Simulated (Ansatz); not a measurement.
Two isomers of C2H9NOSi: A = `C[SiH2]OCN`, B = `CO[SiH2]CN`.

Computed with Ansatz on PBE0-D4/def2-TZVP structures; ΔE is electronic, products minus reactants. CBS: MP2 limit from def2 TZ/QZ plus the TZ coupled-cluster correction, frozen cores. DFT in def2-TZVPP. B3LYP here is the variant with VWN-RPA as its local correlation; programs differ in this. One conformer a species, not always the lowest.

A:

Z-matrix (Å, degrees):
```
C
Si 1 1.864
H 1 1.093 2 111.4
H 1 1.094 2 110.2 3 119.5
H 1 1.093 2 111.0 3 -120.7
O 2 1.646 1 112.7 3 62.7
H 2 1.494 1 108.9 3 -58.6
H 2 1.483 1 110.7 3 -179.4
C 6 1.406 2 123.5 1 -70.9
N 9 1.432 6 109.0 2 -155.3
H 9 1.097 6 109.9 2 86.8
H 9 1.105 6 108.6 2 -30.8
H 10 1.011 9 112.1 6 80.0
H 10 1.010 9 111.6 6 -157.2
```

B:

Z-matrix (Å, degrees):
```
C
O 1 1.411
H 1 1.094 2 111.4
H 1 1.091 2 108.1 3 120.1
H 1 1.097 2 111.1 3 -121.0
Si 2 1.640 1 123.7 3 61.4
C 6 1.877 2 113.1 1 -67.5
H 6 1.496 2 109.9 1 52.6
H 6 1.484 2 106.1 1 171.8
N 7 1.461 6 110.4 2 68.5
H 7 1.096 6 106.9 2 -49.7
H 7 1.103 6 109.2 2 -164.2
H 10 1.012 7 111.4 6 -179.2
H 10 1.012 7 110.7 6 62.0
```

Which is lower in electronic energy at CCSD(T)/CBS, and by how much? (An estimate is asked.)

The calculation gave: A, by 9.0 kcal/mol.

Give E(B) − E(A) in kcal/mol with B2PLYP, PBE-D4, B3LYP, B3LYP-D4, CCSD(T)/def2-TZVPP, CCSD/def2-TZVPP, PBE0-D4. (Best estimate.)

The calculation gave: B2PLYP 9.2, PBE-D4 9.0, B3LYP 9.2, B3LYP-D4 8.5, CCSD(T)/def2-TZVPP 8.9, CCSD/def2-TZVPP 8.9, PBE0-D4 9.2. None reverses the order clearly.

Largest T1 diagnostic: 0.011.
